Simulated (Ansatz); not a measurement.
Reaction (isomerisation): `BN[SiH2][SiH3]` → `[SiH3]BN[SiH3]`

Computed with Ansatz on PBE0-D4/def2-TZVP structures; ΔE is electronic, products minus reactants. CBS: MP2 limit from def2 TZ/QZ plus the TZ coupled-cluster correction, frozen cores. DFT in def2-TZVPP. Each species was taken in one conformer, which may not be the lowest.

```
         level  ΔE (kJ/mol)
        PBE-D4         20.1
       PBE0-D4         20.2
           PBE         21.5
MP2/def2-QZVPP         17.5
```

Q: What does CCSD(T)/CBS give? (An estimate is asked.)

A: Ansatz gave: +17.6 kJ/mol. The listed levels differ from it by 2.5, 2.6, 3.9, -0.1 kJ/mol.

Largest T1 diagnostic among the species: 0.014.

In def2-TZVPP, CCSD(T) changes the Hartree–Fock value by −3.3 kJ/mol (the triples alone add −0.4 kJ/mol) and MP2 by −3.1 kJ/mol.
